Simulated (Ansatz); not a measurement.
The cluster InSn₆⁺, relaxed as a singlet with RKS B3LYP-D4/def2-SVP in Ansatz, starting from the GFN2-xTB geometry. Force threshold 0.02 eV/Å.

In the def2 sets In, Sn take a core potential; there is no spin–orbit coupling. The structure comes from a short search, and lower isomers may exist.

Start:

Cartesian coordinates in Å:
```
In -2.6681 -1.1428 2.1035
Sn 0.3331 -1.4472 -2.5296
Sn 0.0657 -1.1940 0.3287
Sn -1.6495 0.9725 -0.8327
Sn 2.6141 0.1596 1.0566
Sn 0.1023 1.6585 1.2723
Sn 1.2024 0.9934 -1.3988
```

```tsv
step	energy (eV)	largest force component (eV/Å)	SCF passes
1	-40177.4652	1.304	20
2	-40177.7110	0.445	30
3	-40177.7676	0.238	25
4	-40177.8190	0.393	26
5	-40177.8521	0.122	24
6	-40177.8766	0.107	26
7	-40177.8835	0.157	25
8	-40177.8927	0.096	24
9	-40177.9112	0.078	23
10	-40177.9336	0.097	23
11	-40177.9450	0.111	23
12	-40177.9476	0.231	24
13	-40177.9668	0.276	24
14	-40177.9853	0.132	24
15 (rejected)	-40177.9714	0.164	24
16	-40177.9916	0.035	23
17	-40177.9923	0.030	23
18	-40177.9931	0.021	24
19	-40177.9939	0.028	24
20	-40177.9943	0.019	24
21	-40177.9947	0.009	23
```

Force components are those of the run's own axes.

End:

```xyz
7

In   -3.198    0.678    1.900
Sn    1.114   -1.006   -2.427
Sn    0.453   -1.722    0.410
Sn   -1.796   -0.366   -0.926
Sn    2.848    0.070    0.123
Sn    0.126    0.814    1.880
Sn    0.453    1.532   -0.960
```

Bonds lost: In1–Sn3, Sn3–Sn7, Sn4–Sn6 (atoms count from 1). Bonds formed: In1–Sn4, In1–Sn6, Sn2–Sn5 (atoms count from 1). The end is the same structure that another start reached, the lowest one found.

The force fell under the threshold at step 20, but the optimiser went on. No frequencies were taken in this run, so the end may be a saddle point.

It took 6.5 min on 4 threads of Arm Neoverse N1 on a shared host, peak host memory 0.87 GiB.
